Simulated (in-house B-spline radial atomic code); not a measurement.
PBE hybrid excitations of Se6+

Method: PBE hybrid with 0.2 exact exchange. Computed with an all-electron radial atomic-structure program (B-spline basis): linear response of the closed shell [Ar] 3d10 with the functional's adiabatic kernel; scalar-relativistic (spin-free one-electron X2C), finite nucleus, no spin-orbit coupling, no double excitations, S, P, D and F terms only. Only terms of natural parity with L up to 3 were computed.

Command:
```bash
python run_td.py task.json out
```
Settings (radii: box in bohr, nucleus in fm):
```
Z                        34
electrons                28
configuration            [Ar] 3d10
hamiltonian              x2c
method                   pbeh
box_radius               14.35
exact_exchange_fraction  0.2
rms_radius               4.14
intervals                70
```

Time taken, with all properties: 2 s on 1 thread of Arm Neoverse N1 (shared host).

The lowest states, in the order of their Tamm-Dancoff energies; the method's threshold (minus the highest occupied level) is 143.67 eV. Labels give the largest channel, * marks a mixed state, and oscillator strengths are full-response dipole values. Semilocal kernels can invert the small singlet-triplet splittings of Rydberg terms. Energies in eV:

| state | full response | Tamm-Dancoff | oscillator strength |
| --- | --- | --- | --- |
| 3d → 4s 3D | 51.15 | 51.17 | - |
| 3d → 4s 1D | ? | ? | - |
| 3d → 4p 3P | 66.18 | 66.21 | - |
| 3d → 4p 3F | 66.50 | 66.51 | - |
| 3d → 4p 1F | 67.07 | 67.08 | - |
| 3d → 4p 1P | ? | ? | ? |
| 3d → 4d 3S | 88.46 | 88.51 | - |
| 3d → 4d 3D | 89.64 | 89.65 | - |
| 3d → 4d 1D | 90.43 | 90.45 | - |
| 3d → 4d 1S | 95.87 | 96.65 | - |

Problem. Where does 3d → 4s 1D lie?

Solution. At 51.95 eV in full response, 51.96 eV in Tamm-Dancoff.

Problem. Where does 3d → 4p 1P lie?

Solution. At 68.24 eV in full response, 68.32 eV in Tamm-Dancoff, oscillator strength 0.562.

Problem. How large is the singlet-triplet splitting of 3d → 4s (D terms) in Tamm-Dancoff?

Solution. 0.794 eV, from the unrounded values.

Problem. What polarisabilities and dispersion coefficient does the method give?

Solution. Dipole 0.3832 bohr³, quadrupole 0.3619 bohr⁵, C6 0.5608 hartree·bohr⁶ for two such species.
